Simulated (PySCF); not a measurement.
AlCl2, doublet, geometry from GFN2-xTB (such geometries of metal compounds can be far from the true shape). Base run: SVWN5/6-31G** in PySCF.

The PySCF input:
```python
from pyscf import gto, scf, dft

mol = gto.M(
    atom='''
Al    0.00160221    0.63542259    0.02351302
Cl    1.85128917   -0.24859337    0.01717242
Cl   -1.85251440   -0.23731802   -0.03515296
''',
    basis='6-31g**',
    spin=1,
    verbose=4,
)

mf = dft.UKS(mol)
mf.xc = 'lda,vwn'
mf.kernel()
```

Variants of this job, named by their change:

```
change                                                                            ΔE vs base (µEh)  SCF cycles  <S^2>        outcome
--------------------------------------------------------------------------------  ----------------  ----------  -----  -------------
base                                                                                           0.0           9  0.751      converged
diis = off; damp = 0.3 (with mf.diis_start_cycle = 200; with mf.max_cycle = 150)               0.0          91  0.751      converged
diis_space = 2                                                                                 0.0          12  0.751      converged
conv_tol = 1e-7                                                                                0.0           7  0.751      converged
DIIS = ADIIS                                                                                   0.0          14  0.751      converged
init_guess = sap                                                                               0.0           9  0.751      converged
conv_tol = 1e-11                                                                               0.0          10  0.751      converged
level_shift = 1.0 (with mf.max_cycle = 100)                                                    0.0          50  0.751      converged
init_guess = huckel                                                                            0.0          10  0.751      converged
level_shift = 0.1 (with mf.max_cycle = 100)                                                    0.0          11  0.751      converged
diis_space = 4                                                                                 0.0           9  0.751      converged
DIIS = EDIIS                                                                                     -          50      -  not converged
conv_tol = 1e-4                                                                                1.1           5  0.751      converged
```

Open shells are given as the SCF converged; they aren't shown to be the lowest states, and a large step between rows can be another state.
